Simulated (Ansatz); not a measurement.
Born–Oppenheimer molecular dynamics of a periodic cell of 32 atoms, H2CO (contents 8 H2CO, density as packed 0.82 g/cm³ with natural masses). It starts from a partly relaxed structure (largest force component 0.30 eV/Å).

Computed with Ansatz, DFT PBE, scalar-relativistic, plane waves, PAW. Settings: accuracy low, cutoff 420 eV, k mesh 1x1x1, fermi-dirac smearing 0.02 eV, no spin polarisation.

```json
{
  "ensemble": "NVT, Langevin thermostat",
  "time step": "0.5 fs",
  "steps asked": "300",
  "set temperature": "400 K",
  "friction": "0.02 /fs",
  "seed": "946814"
}
```

First frame:

```xyz
32
Lattice="7.8730 0.0000 0.0000 0.0000 7.8730 0.0000 0.0000 0.0000 7.8730" Properties=species:S:1:pos:R:3
O 8.495 4.972 7.677
C 7.320 4.770 7.433
H 6.931 4.732 6.392
H 6.569 4.645 8.254
O 3.841 1.968 -0.476
C 2.826 2.577 -0.748
H 2.809 3.685 -0.896
H 1.831 2.068 -0.834
O 5.426 -0.246 2.580
C 6.042 0.213 1.641
H 6.983 0.800 1.791
H 5.708 0.076 0.585
O 8.048 4.717 4.301
C 8.166 4.176 3.219
H 8.151 4.747 2.257
H 8.317 3.072 3.133
O 4.242 5.876 7.213
C 3.859 6.393 6.178
H 3.636 7.485 6.134
H 3.730 5.805 5.235
O 7.818 8.547 6.527
C 7.757 8.087 5.400
H 7.410 8.697 4.530
H 8.038 7.033 5.167
O 3.883 3.982 3.550
C 4.315 3.919 2.419
H 4.508 4.829 1.804
H 4.548 2.942 1.933
O 1.671 7.903 2.790
C 2.225 7.426 1.820
H 2.754 6.442 1.845
H 2.228 7.947 0.829
```

(1) What does the run give?

(2) What happens to the structure?

(3) How do temperature and energy run in time?

Results:

(1) All steps were run.

- steps done: 300
- time covered: 150 fs
- mean temperature over the second half: 384 K
- spread of the potential energy over the second half: 4.8 meV per atom
- mean potential energy of the second half above the start: 32.6 meV per atom

A run of 0.15 ps of so small a system gives no equilibrium averages. Limits of this set-up: coarse k mesh, low accuracy level.

(2) Mean squared displacements from the first frame to the last, about the centre of mass: O 0.36 Å², C 0.24 Å², H 1.16 Å². Another seed would give other details.

(3) 
| time (fs) | T (K) | potential energy less start (eV) |
| --- | --- | --- |
| 0.0 | 388 | 0.000 |
| 5.0 | 256 | 0.611 |
| 10.0 | 348 | 0.393 |
| 15.0 | 345 | 0.540 |
| 20.0 | 373 | 0.476 |
| 25.0 | 312 | 0.508 |
| 30.0 | 302 | 0.455 |
| 35.0 | 289 | 0.623 |
| 40.0 | 322 | 0.584 |
| 45.0 | 322 | 0.769 |
| 50.0 | 335 | 0.889 |
| 55.0 | 364 | 0.846 |
| 60.0 | 313 | 0.947 |
| 65.0 | 366 | 0.837 |
| 70.0 | 360 | 0.794 |
| 75.0 | 369 | 0.820 |
| 80.0 | 290 | 1.150 |
| 85.0 | 397 | 0.791 |
| 90.0 | 295 | 1.148 |
| 95.0 | 412 | 0.769 |
| 100.0 | 336 | 1.007 |
| 105.0 | 339 | 1.080 |
| 110.0 | 329 | 1.229 |
| 115.0 | 363 | 1.102 |
| 120.0 | 399 | 0.938 |
| 125.0 | 452 | 0.957 |
| 130.0 | 397 | 1.098 |
| 135.0 | 425 | 1.151 |
| 140.0 | 396 | 1.376 |
| 145.0 | 426 | 1.192 |
| 150.0 | 450 | 1.089 |

Run time: 15 min on 1 thread of Arm Neoverse V1 (shared host), peak memory 0.47 GiB.
